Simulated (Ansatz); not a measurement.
# H2O ··· CH3I

The pair of H2O (SMILES O, atoms 1–3) and CH3I (SMILES CI, atoms 4–8), both closed shells, in one local arrangement (a lower one may exist), relaxed at PBE0-D4/def2-TZVP:

```xyz
8
angstrom
O 0.3135 -0.2560 -2.0303
H 0.3931 0.5091 -2.6041
H -0.5922 -0.2275 -1.7026
C 0.2046 -0.0362 1.3202
I -1.8558 0.2481 0.8447
H 0.5270 0.8298 1.8899
H 0.2774 -0.9458 1.9080
H 0.7324 -0.1214 0.3741
```

Computed with Ansatz 0.2.0 (basis: def2-TZVPPD, with def2-QZVPPD for the basis limit); correlated methods freeze the cores. Filled d shells of the heavier atoms are correlated. Core potentials replace the inner electrons of the atoms past krypton. The def2 sets are not built for correlating such inner shells, so the correlated values are less sure here. B3LYP uses VWN-RPA correlation. Extrapolation: Hartree–Fock as exp(−7.88 √X), correlation as X^−2.97. Interaction energies count from these two fragments, frozen as in the pair, with the counterpoise correction; negative means bound.

Problem. What is the interaction energy by CCSD(T) at an estimated basis limit (MP2 extrapolated from triple and quadruple zeta, plus CCSD(T) − MP2 in triple zeta)? (An estimate is asked for; the value comes from the calculation.)

Solution. The calculation gives: -3.35 kcal/mol. Hartree–Fock alone gives -0.99 kcal/mol at the basis limit. It counts from the two fragments frozen as in the pair.

The same quantity by other methods in triple zeta, and each one's difference from that estimate:
```json
{"method": "PBE-D4", "E_int (kcal/mol)": "-3.81", "difference": "-0.46"}
{"method": "revPBE-D4", "E_int (kcal/mol)": "-3.16", "difference": "0.19"}
{"method": "BLYP-D4", "E_int (kcal/mol)": "-3.23", "difference": "0.12"}
{"method": "r2SCAN-D4", "E_int (kcal/mol)": "-3.59", "difference": "-0.24"}
{"method": "B97M-V", "E_int (kcal/mol)": "-3.51", "difference": "-0.16"}
{"method": "PBE0-D4", "E_int (kcal/mol)": "-3.63", "difference": "-0.28"}
{"method": "B3LYP-D4", "E_int (kcal/mol)": "-3.38", "difference": "-0.03"}
{"method": "HSE06-D4", "E_int (kcal/mol)": "-3.62", "difference": "-0.27"}
{"method": "wB97X-V", "E_int (kcal/mol)": "-3.34", "difference": "0.01"}
{"method": "wB97M-V", "E_int (kcal/mol)": "-3.37", "difference": "-0.02"}
{"method": "B2PLYP", "E_int (kcal/mol)": "-2.44", "difference": "0.91"}
{"method": "HF", "E_int (kcal/mol)": "-0.99", "difference": "2.36"}
{"method": "MP2", "E_int (kcal/mol)": "-2.96", "difference": "0.39"}
{"method": "CCSD", "E_int (kcal/mol)": "-2.51", "difference": "0.85"}
{"method": "CCSD(T)", "E_int (kcal/mol)": "-2.85", "difference": "0.50"}
```
Differences are method less estimate.

Basis-set superposition shift (counterpoise-corrected less uncorrected): CCSD(T) 0.75; MP2 0.74; HF 0.02; PBE0-D4 0.03; wB97M-V 0.04 kcal/mol.

No T1 diagnostic of these runs exceeds 0.011.

For scale, one of the runs: CCSD(T)/def2-TZVPPD, 221 basis functions, launched by `ansatz run in.yaml --threads 4 --pin off --events-out ev --progress --plain --max-ram 9574MiB`. The run took 90 s on 4 CPU threads of an Arm Neoverse V2 (shared host), with 3.9 GiB of host memory at its peak.
